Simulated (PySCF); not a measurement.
# How many f electrons in LaC?

Unrestricted PBE0; basis La x2c-SVPall, C x2c-SVPall; spin-free X2C with a Gaussian nucleus; PySCF 2.14. The search starts from ions with several 4f fillings and holds each by maximum overlap.

The lowest solution has 2Ms+1 = 2, about 0.1 4f electrons, near 1.94 Å.

The lowest solution of each spin and filling, followed along the bond (rough minima from three points):

```json
{"2Ms+1": "2", "4f population": "0.07", "⟨S²⟩ at the start": "0.78", "R at minimum (Å)": "1.94", "Te (eV)": "0.00"}
{"2Ms+1": "4", "4f population": "0.10", "⟨S²⟩ at the start": "3.76", "R at minimum (Å)": "2.09", "Te (eV)": "0.45"}
```

Solutions at the starting distance of 2.121 Å, counted from the lowest; the search is not exhaustive:

```
2Ms+1  4f population  E (eV)  ⟨S²⟩  ⟨Lz²⟩  μ (D)
    2           0.07    0.00  0.78    0.0  -7.61
    4           0.10    0.12  3.76    1.3  -4.10
    2           0.09    0.19  1.73    1.1  -5.14
    2           0.10    0.48  1.76    1.1  -3.79
    4           0.09    0.81  3.76    5.0  -6.76
    4           0.12    1.49  3.76    2.0  -3.71
```

Partly filled real f orbitals mix terms, so no term symbols are given. A positive dipole means La(−)C(+).

Spin–orbit coupling is left out. Counting both spins, an empty level lies below a filled one in some of these solutions, because spin and occupation are held. With d or f electrons several states lie close, and the lowest PBE0 determinant need not be the measured ground state.
